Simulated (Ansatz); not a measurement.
Gas-phase electronic energies from Ansatz, PBE0-D4/def2-TZVP geometries. CCSD(T)/CBS adds triple-zeta CCSD(T) − MP2 to the extrapolated MP2 energy (def2 sets, frozen cores). Functionals use def2-TZVPP. One conformer a species, not always the lowest.

Reaction (formal exchange of groups at a P–Si bond): `P[SiH]1CS1` + `CCO[SiH3]` → `CCO[SiH2]P` + `C1[SiH2]S1`

`P[SiH]1CS1`:

```xyz
9

P     1.073    1.160   -1.391
Si   -0.467   -0.163   -0.451
C    -0.712   -0.120    1.373
S     0.006   -1.751    0.824
H     1.433    0.187   -2.361
H     2.075    0.751   -0.473
H    -1.666   -0.308   -1.310
H    -0.033    0.454    1.996
H    -1.709   -0.211    1.793
```

`CCO[SiH3]`:

```xyz
12

C     1.242    1.459    0.183
C     0.317    0.442   -0.435
O    -0.238   -0.368    0.585
Si   -1.293   -1.584    0.264
H     2.051    0.962    0.723
H     1.681    2.094   -0.590
H     0.699    2.093    0.886
H     0.865   -0.184   -1.152
H    -0.487    0.946   -0.989
H    -0.676   -2.603   -0.632
H    -2.516   -1.064   -0.411
H    -1.646   -2.193    1.567
```

`CCO[SiH2]P`:

```xyz
14

C     0.593   -1.941    1.112
C    -0.386   -1.190    0.246
O     0.104    0.121    0.017
Si   -0.702    1.217   -0.905
P     0.410    3.158   -0.994
H     0.725   -1.433    2.069
H     1.566   -2.006    0.621
H     0.233   -2.955    1.303
H    -0.524   -1.708   -0.712
H    -1.367   -1.139    0.737
H    -2.059    1.471   -0.341
H    -0.871    0.701   -2.294
H     1.650    2.522   -1.269
H     0.629    3.183    0.410
```

`C1[SiH2]S1`:

```xyz
7

C     0.547   -0.014   -0.764
Si   -0.601   -0.083    0.671
S     1.060    1.175    0.574
H     0.239    0.481   -1.680
H     1.263   -0.814   -0.923
H    -0.558   -1.252    1.576
H    -1.951    0.508    0.547
```

| level | ΔE (kJ/mol) |
| --- | --- |
| r2SCAN-D4 | 4.1 |
| PBE0-D4 | 4.6 |
| PBE | 3.9 |
| PBE0 | 3.5 |
| HF/def2-TZVPP | 2.6 |
| CCSD/def2-TZVPP | 3.5 |
| CCSD(T)/def2-TZVPP | 4.4 |
| SCS-MP2/def2-QZVPP | 6.1 |

Q: What does CCSD(T)/CBS give? (Best estimate.)

A: Computed: +4.1 kJ/mol. The listed levels differ from it by 0.0, 0.5, -0.2, -0.6, -1.5, -0.6, 0.3, 2.0 kJ/mol.

Largest T1 diagnostic among the species: 0.013.
